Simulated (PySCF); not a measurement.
Compound: CuCl2 (doublet state).
Structure used (PBE0-D3(BJ)/def2-SVP), in Å, numbered top down from 1:
```xyz
3
CuCl2 angstrom
Cu    -0.0001    0.0000    0.0000
Cl    -0.0174   -0.0218    2.0846
Cl     0.0175    0.0219   -2.0846
```

Theory: PBE0-D3(BJ)/def2-SVP geometry optimisation, gas phase (PySCF 2.14.0).

Take the most abundant isotopes and a rigid rotor. 

Task: What are the moment of inertia and the rotational constant?

Result: I = 303.978 u·Å², B = 505379 MHz·u·Å²/I = 1663 MHz (0.0555 cm⁻¹, or 0.080 K as hB/k).

If the electronic state has orbital angular momentum about the axis (Π, Δ; not determined here), the simple ladder of levels BJ(J+1) doesn't apply.

No PBE0-D3(BJ)/def2-SVP frequencies stand behind this structure, so it isn't proved a minimum. ⟨S²⟩ = 0.754 (exact for a doublet: 0.75). Constants of a rigid frame at the computed geometry: no zero-point averaging, no centrifugal distortion.

Neither the SCF state along the optimisation nor the shape of the open-shell metal species was proved the lowest: other solutions of the same spin, or a structure of lower symmetry, can lie below.
